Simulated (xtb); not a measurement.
CH₄ClFOSi₂, SMILES F[Si@H]1OC[Si@@H]1Cl. All values are semi-empirical tight-binding results from xtb (GFN2-xTB unless named), good for trends rather than for accurate numbers. Geometry: GFN2-xTB. The structure was generated by enumeration; whether it is a known compound was not checked.

Optimised geometry:

```xyz
10

F      2.6191    -0.7545    -0.2792
Si     1.3826     0.0019     0.4210
O      1.0996     1.4177    -0.3585
C     -0.2528     1.4131    -0.8550
Si    -0.7241    -0.4245    -0.4327
Cl    -2.3465    -0.5899     0.7524
H      1.8348     0.2241     1.7805
H     -0.2224     1.6854    -1.9104
H     -0.8126     2.1876    -0.3256
H     -0.9810    -1.1826    -1.6611
```

**Question.** Estimate the properties. (The exact figures need the calculation; the answer reports its results.)

**Answer.** 
The orbital gap is 3.94 eV and the dipole moment comes out as 1.51 D. The zero-point energy is 32.7 kcal/mol. The G − E(el) at 298.15 K (modified RRHO) is 11.7 kcal/mol. The static polarisability (D4 model) is 82.0 bohr³. The solvation energy, GFN2-xTB/ALPB(water) is -0.8 kcal/mol and the solvation energy, GFN2-xTB/ALPB(ether) is -3.6 kcal/mol.

**Question.** Give the atomic charges and the Wiberg bond orders between heavy atoms. (The exact figures need the calculation; the answer reports its results.)

**Answer.** charges (e) F1 -0.27, Si2 0.55, O3 -0.41, C4 -0.05, Si5 0.44, Cl6 -0.23, H7 -0.04, H8 0.03, H9 0.03, H10 -0.04. Bond orders F1–Si2 1.09, Si2–O3 1.17, O3–C4 0.98, Si2–Si5 0.77, C4–Si5 0.88, Si5–Cl6 1.12.
